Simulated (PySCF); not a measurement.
A side-by-side comparison of computed properties.

First species: C2HF2O (charge +1).
Numbering: `[O+:1]#[C:2][CH:3]([F:4])[F:5]` (hydrogens: H6 on C3)

Second species: C₅H₁₀Se.
SMILES: `C[Se][C@@H]1C[C@@H]1C`

Levels: PBE0/def2-SVPD for HOMO energy, LUMO energy, HOMO–LUMO gap, static isotropic polarisability and electronic spatial extent ⟨r²⟩ about the centre of nuclear charge; TDDFT PBE0/def2-SVPD for lowest singlet excitation; TDA PBE0/def2-SVPD for lowest triplet excitation (Tamm–Dancoff); ΔSCF PBE0/def2-SVPD for vertical ionisation energy; PBE0-D3(BJ)/def2-SVP for rotational constant A and rotational constant C. Geometries: PBE0-D3(BJ)/def2-SVP. All species are isolated and taken at one optimised geometry, non-relativistic unless stated. Electronic properties by PySCF.

Dipoles, sizes and rotational constants follow the conformer. The torsions of the flexible species, by atom-mapped SMILES:
- `[CH3:1][Se:2][C@@H:3]1[CH2:4][C@@H:5]1[CH3:6]`: C1–Se2–C3–C4 -68°

```json
{"property": "HOMO energy", "column X": "-18.03 eV", "column Y": "-5.98 eV"}
{"property": "LUMO energy", "column X": "-9.49 eV", "column Y": "0.25 eV"}
{"property": "HOMO–LUMO gap", "column X": "8.54 eV", "column Y": "6.23 eV"}
{"property": "lowest singlet excitation", "column X": "6.92 eV", "column Y": "4.78 eV"}
{"property": "lowest triplet excitation (Tamm–Dancoff)", "column X": "6.35 eV", "column Y": "4.33 eV"}
{"property": "static isotropic polarisability", "column X": "24.1 au", "column Y": "87.7 au"}
{"property": "vertical ionisation energy", "column X": "20.88 eV", "column Y": "8.02 eV"}
{"property": "electronic spatial extent ⟨r²⟩ about the centre of nuclear charge", "column X": "359 bohr²", "column Y": "980 bohr²"}
{"property": "rotational constant A", "column X": "10.060 GHz", "column Y": "4.394 GHz"}
{"property": "rotational constant C", "column X": "2.950 GHz", "column Y": "1.280 GHz"}
```

Question: Which column belongs to which species?

Answer: Column X is the first species and column Y the second. The first has 6 atoms and 38 electrons, the second 16 and 74; their charges are +1 and 0, their HOMO energies -18.03 eV and -5.98 eV.

Question: How does each property change from the first species to the second?

Answer: HOMO energy +12.05 eV; LUMO energy +9.74 eV; HOMO–LUMO gap -2.31 eV; lowest singlet excitation -2.14 eV; lowest triplet excitation (Tamm–Dancoff) -2.02 eV; static isotropic polarisability +63.6 au; vertical ionisation energy -12.86 eV; electronic spatial extent ⟨r²⟩ about the centre of nuclear charge +621 bohr²; rotational constant A -5.666 GHz; rotational constant C -1.670 GHz.

On the first: The principal polarisabilities are 19.6, 21.4 and 31.4 au; their mean is the isotropic value. The polarisability is 3.57 Å³ as a volume (1 au = 0.148185 Å³), or 0.63 au for each of the 38 electrons.

On the second: S1 lies 1.45 eV below the HOMO–LUMO gap; its leading configuration is HOMO→LUMO, weight 0.92. The polarisability is 12.99 Å³ as a volume (1 au = 0.148185 Å³), or 1.18 au for each of the 74 electrons. The calculation is non-relativistic and has no spin–orbit coupling, an omission that weighs most on selenium.
